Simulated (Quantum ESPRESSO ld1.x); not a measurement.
Question: The scandium ion Sc4+, configuration [Ne] 3s2 3p5. Calculated with ld1.x of Quantum ESPRESSO 7.5: scalar-relativistic Kohn-Sham, BP86, spin-unpolarised, spherical densities, point nucleus. Some entries of the table are withheld. Estimate them.

orbital,occ.,eigenvalue (hartree),<1/r> (bohr^-1)
1s,2,-163.759,20.77
2s,2,(1),4.300
2p,6,-16.3504,4.204
3s,2,-3.88604,1.361
3p,5,(2),(3)

Answer: 
(1) 2s eigenvalue (hartree): -19.5105
(2) 3p eigenvalue (hartree): -3.06727
(3) 3p <1/r> (bohr^-1): 1.253
